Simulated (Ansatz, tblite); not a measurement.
Cost and result up the ladder for Al4Sb5H16⁺, a cluster cut from zinc blende AlSb (hydrogen-capped) (25 atoms). Charge 1, multiplicity 1. Geometry: PBE-D4/def2-SVP.

```xyz
25

Al    0.988    2.264    1.170
Al   -3.168   -0.308    0.927
Al   -0.180    0.551   -3.257
Al    1.210   -2.423    0.365
Sb    0.897    2.396   -1.528
Sb   -1.552    1.695    1.897
Sb    2.175   -0.158    1.520
Sb   -1.360   -2.362    1.199
Sb    1.089   -1.660   -2.226
H     1.714    3.455    1.934
H    -3.217   -0.040   -0.643
H    -4.338   -0.546    1.979
H     0.416    0.828   -4.706
H    -1.687    0.392   -2.762
H     2.053   -3.729    0.700
H     0.199    3.926   -1.842
H     2.500    2.798   -1.972
H    -2.368    3.190    1.740
H    -1.491    1.663    3.606
H     2.355   -0.439    3.196
H     3.833   -0.012    1.129
H    -1.271   -2.891    2.824
H    -2.038   -3.790    0.548
H     2.714   -1.744   -2.756
H     0.527   -3.054   -3.040
```

Ansatz on 4 threads of Arm Neoverse V1 on a shared host; xTB runs through tblite on one thread. Times are rough, summed over both states, and most runs start from the orbitals of an earlier one. PBE0-D4/def2-SVP serves as the yardstick here, not as an exact answer. The other state is a doublet.

In the def2 sets Sb takes a core potential; there is no spin–orbit coupling. The xTB rows come from tblite. HOMO above LUMO, or a gap near zero within one spin, warns that the state may not be the lowest or that an electron is smeared out.

Raw xTB energies of ions are shifted by several eV.

```json
{"level": "GFN2-xTB", "functions": "97", "wall time": "0.076 s", "vertical IE (eV)": "14.64", "difference from PBE0-D4/def2-SVP (eV)": "2.68", "remarks": "–"}
{"level": "GFN1-xTB", "functions": "113", "wall time": "0.09 s", "vertical IE (eV)": "15.55", "difference from PBE0-D4/def2-SVP (eV)": "3.59", "remarks": "–"}
{"level": "PBE-D4/def2-SVP", "functions": "282", "wall time": "70 s", "vertical IE (eV)": "11.48", "difference from PBE0-D4/def2-SVP (eV)": "-0.48", "remarks": "gap within one spin near zero (+2 doublet)"}
{"level": "PBE0-D4/def2-SVP", "functions": "282", "wall time": "81 s", "vertical IE (eV)": "11.96", "difference from PBE0-D4/def2-SVP (eV)": "0.00", "remarks": "–"}
```
